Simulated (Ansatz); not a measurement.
Gas-phase electronic energies from Ansatz, PBE0-D4/def2-TZVP geometries. CCSD(T)/CBS is the MP2 limit (def2-TZVPP, def2-QZVPP) plus CCSD(T) − MP2 in def2-TZVPP, frozen cores. This one scheme is used for every species. DFT in def2-TZVPP.

Reaction (hydrogenolysis of a C–C bond): `N#CC1CCCCC1` + H₂ → `C1CCCCC1` + `C#N`

`N#CC1CCCCC1`:

```xyz
19

N    -0.855   -2.757    1.199
C    -0.743   -1.991    0.348
C    -0.591   -1.005   -0.718
C     0.893   -0.678   -0.939
C     1.485    0.072    0.245
C     0.688    1.331    0.560
C    -0.783    1.015    0.792
C    -1.384    0.268   -0.388
H    -1.000   -1.462   -1.625
H     0.959   -0.059   -1.840
H     1.451   -1.597   -1.137
H     2.528    0.323    0.035
H     1.492   -0.585    1.121
H     0.778    2.036   -0.277
H     1.108    1.833    1.436
H    -0.887    0.403    1.696
H    -1.348    1.933    0.971
H    -2.430    0.015   -0.199
H    -1.362    0.904   -1.280
```

H₂:

```xyz
2

H     0.008    0.073   -0.366
H    -0.008   -0.073    0.366
```

`C1CCCCC1`:

Cartesian coordinates in Å:
```
C 0.371 -0.110 -1.377
C 0.254 1.235 -0.676
C -0.840 1.193 0.398
C -0.983 -0.202 1.019
C 0.356 -0.924 1.033
C 0.843 -1.192 -0.397
H -0.608 -0.380 -1.789
H 1.053 -0.050 -2.229
H 1.219 1.479 -0.218
H 0.048 2.034 -1.394
H -0.611 1.925 1.179
H -1.798 1.498 -0.035
H -1.699 -0.798 0.441
H -1.398 -0.126 2.028
H 0.289 -1.861 1.591
H 1.085 -0.304 1.566
H 1.935 -1.248 -0.405
H 0.484 -2.169 -0.734
```

`C#N`:

Z-matrix (Å, degrees):
```
C
N 1 1.146
H 1 1.069 2 180.0
```

Question: Is it downhill or uphill in electronic energy at CCSD(T)/CBS, and by how much? (Estimate.)

Answer: Computed: Uphill: ΔE = +8.4 kJ/mol.

Question: What do these levels give: ωB97M-V, PBE, CCSD(T)/def2-TZVPP, HF/def2-QZVPP, SCS-MP2/def2-QZVPP, MP2/CBS(def2)? (Estimate.)

Answer: Computed: ωB97M-V 9.4, PBE 8.4, CCSD(T)/def2-TZVPP 8.0, HF/def2-QZVPP -6.5, SCS-MP2/def2-QZVPP 9.9, MP2/CBS(def2) 17.4 kJ/mol.

Largest T1 diagnostic among the species: 0.014.

In def2-TZVPP, CCSD(T) changes the Hartree–Fock value by +14.7 kJ/mol (the triples alone add +4.7 kJ/mol) and MP2 by +23.7 kJ/mol. The D4 term adds +11.2 kJ/mol with B3LYP and +6.6 kJ/mol with PBE0; it sums over pairs of atoms, weighted by their polarisabilities, and B3LYP, whose exchange is more repulsive, gets the larger term.

B3LYP here is the variant with VWN-RPA as its local correlation; programs differ in this.
